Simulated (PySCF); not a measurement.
Can point charges reproduce the dipole moment of `C=C([SiH3])SC(F)F`?

Coordinates (GFN2-xTB, Å) and charges (e) from the PBE0/pcSseg-1 density (PySCF):

```json
{"atom": "C1", "x": "-1.368", "y": "1.666", "z": "-0.032", "Mulliken": "-0.0668", "IAO": "-0.2882", "Hirshfeld": "-0.0906", "ESP-fitted": "-0.3395"}
{"atom": "C2", "x": "-0.577", "y": "0.612", "z": "-0.181", "Mulliken": "-0.6149", "IAO": "-0.3569", "Hirshfeld": "-0.1044", "ESP-fitted": "+0.0026"}
{"atom": "Si3", "x": "-1.072", "y": "-1.171", "z": "0.253", "Mulliken": "+0.6118", "IAO": "+0.6024", "Hirshfeld": "+0.2887", "ESP-fitted": "+0.3225"}
{"atom": "S4", "x": "1.005", "y": "0.907", "z": "-0.961", "Mulliken": "+0.0824", "IAO": "+0.1293", "Hirshfeld": "+0.0059", "ESP-fitted": "-0.1410"}
{"atom": "C5", "x": "2.101", "y": "-0.157", "z": "0.020", "Mulliken": "+0.3712", "IAO": "+0.3319", "Hirshfeld": "+0.1372", "ESP-fitted": "+0.0012"}
{"atom": "F6", "x": "1.911", "y": "-1.471", "z": "-0.222", "Mulliken": "-0.2787", "IAO": "-0.2876", "Hirshfeld": "-0.0829", "ESP-fitted": "-0.1152"}
{"atom": "F7", "x": "1.916", "y": "0.014", "z": "1.341", "Mulliken": "-0.2738", "IAO": "-0.2844", "Hirshfeld": "-0.0898", "ESP-fitted": "-0.1304"}
{"atom": "H8", "x": "-1.075", "y": "2.663", "z": "-0.322", "Mulliken": "+0.1258", "IAO": "+0.1581", "Hirshfeld": "+0.0493", "ESP-fitted": "+0.1878"}
{"atom": "H9", "x": "-2.355", "y": "1.553", "z": "0.384", "Mulliken": "+0.1260", "IAO": "+0.1588", "Hirshfeld": "+0.0536", "ESP-fitted": "+0.1586"}
{"atom": "H10", "x": "-0.370", "y": "-1.584", "z": "1.465", "Mulliken": "-0.0607", "IAO": "-0.1034", "Hirshfeld": "-0.0753", "ESP-fitted": "-0.0428"}
{"atom": "H11", "x": "-2.515", "y": "-1.112", "z": "0.480", "Mulliken": "-0.1045", "IAO": "-0.1201", "Hirshfeld": "-0.0750", "ESP-fitted": "-0.0825"}
{"atom": "H12", "x": "-0.742", "y": "-2.018", "z": "-0.890", "Mulliken": "-0.0658", "IAO": "-0.1043", "Hirshfeld": "-0.0739", "ESP-fitted": "-0.0636"}
{"atom": "H13", "x": "3.138", "y": "0.100", "z": "-0.234", "Mulliken": "+0.1480", "IAO": "+0.1644", "Hirshfeld": "+0.0570", "ESP-fitted": "+0.2424"}
```

Problem. Form Σ q r in debye for every column and set it beside the full dipole.

Solution. The full density gives (-0.18, 0.72, -0.15) D, 0.76 D in size; dipole vectors point from the negative to the positive end.

```json
{"scheme": "Mulliken", "μx": "-0.18", "μy": "0.52", "μz": "-1.04", "size (D)": "1.18", "share of the full size (%)": "155", "angle to the full dipole (°)": "51"}
{"scheme": "IAO", "μx": "0.37", "μy": "1.31", "μz": "-1.70", "size (D)": "2.17", "share of the full size (%)": "287", "angle to the full dipole (°)": "47"}
{"scheme": "Hirshfeld", "μx": "0.53", "μy": "0.59", "μz": "-0.48", "size (D)": "0.92", "share of the full size (%)": "122", "angle to the full dipole (°)": "55"}
{"scheme": "ESP-fitted", "μx": "-0.17", "μy": "0.75", "μz": "-0.11", "size (D)": "0.78", "share of the full size (%)": "103", "angle to the full dipole (°)": "3"}
```

Problem. Which set comes closest?

Solution. Length of the difference vector: ESP-fitted 0.05 D, Hirshfeld 0.79 D, Mulliken 0.91 D, IAO 1.75 D. Closest: ESP-fitted. ESP charges are fitted to the potential around the molecule, whose slowest-falling term is the dipole's. 

Problem. What is left for the Hirshfeld atoms' own dipoles?

Solution. The Hirshfeld atoms' densities add up to the full density, so μ = Σ q r + Σ (atomic dipoles). The atomic dipoles sum to (-0.18, 0.72, -0.15) − (0.53, 0.59, -0.48) = (-0.71, 0.13, 0.33) D, 0.79 D in size.

Problem. With the origin at the mean of the coordinates, (0.000, 0.000, 0.085) Å, which are the largest single terms, by size, of the Hirshfeld dipole along the direction of the full one?

Solution. Si3 -1.24, C1 -0.84, F6 +0.72, H8 +0.68, H10 +0.61 D; all 13 atoms together +0.53 D. The single terms depend on the origin, their sum doesn't.

Problem. Give the size of the full dipole in other units.

Solution. 0.76 D = 0.298 au = 0.158 e·Å = 2.53 × 10⁻³⁰ C·m.

Isolated species at its GFN2-xTB geometry (one conformer only).

The values belong to the conformer `[CH2:1]=[C:2]([SiH3:3])[S:4][CH:5]([F:6])[F:7]`: C1–C2–S4–C5 140°, C2–S4–C5–F6 72°.
